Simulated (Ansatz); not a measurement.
Calculated with Ansatz (gas phase, PBE0-D4/def2-TZVP geometries, no zero-point term in ΔE). CCSD(T)/CBS is the MP2 limit (def2-TZVPP, def2-QZVPP) plus CCSD(T) − MP2 in def2-TZVPP, frozen cores. This one scheme is used for every species. DFT in def2-TZVPP. For Ga outer-core shells are correlated without core-valence functions, which leaves a few kJ/mol of doubt a bond. Scalar relativity is left out up to krypton. Each species was taken in one conformer, which may not be the lowest.

Reaction (cleavage of the Ga–B bond): `[BH2][GaH][CH3]` + H₂S → `[CH3][GaH][SH]` + BH₃

| level | ΔE (kcal/mol) | difference from CCSD(T)/CBS |
| --- | --- | --- |
| BLYP-D4 | -27.2 | 0.9 |
| B97M-V | -27.2 | 0.9 |
| PBE0-D4 | -27.3 | 0.8 |
| r2SCANh-D4 | -28.3 | -0.2 |
| BHLYP-D4 | -29.8 | -1.7 |
| ωB97M-V | -28.1 | 0.0 |
| B2PLYP | -28.8 | -0.7 |
| r2SCAN | -27.9 | 0.2 |
| PBE0 | -27.0 | 1.1 |
| BHLYP | -29.1 | -1.0 |
| CAM-B3LYP | -27.6 | 0.5 |
| LC-ωPBE | -26.7 | 1.4 |
| RPA@PBE/def2-TZVPP | -27.4 | 0.7 |
| MP2/def2-SVP | -30.9 | -2.8 |
| CCSD/def2-TZVPP | -27.9 | 0.2 |
| CCSD(T)/def2-TZVPP | -28.1 | 0.0 |
| CCSD(T)/CBS | -28.1 | 0 |

Largest T1 diagnostic among the species: 0.013.

From BLYP to BHLYP (50 % exact exchange), in def2-TZVPP and without D4, ΔE moves by −2.7 kcal/mol. Leaving LDA and LC-ωPBE aside and taking each functional with its dispersion term where it has one, the values, not all of them listed here, spread over 3.9 kcal/mol, from BHLYP-D4 to PBE-D4. LDA lies +0.8 kcal/mol from PBE without D4.
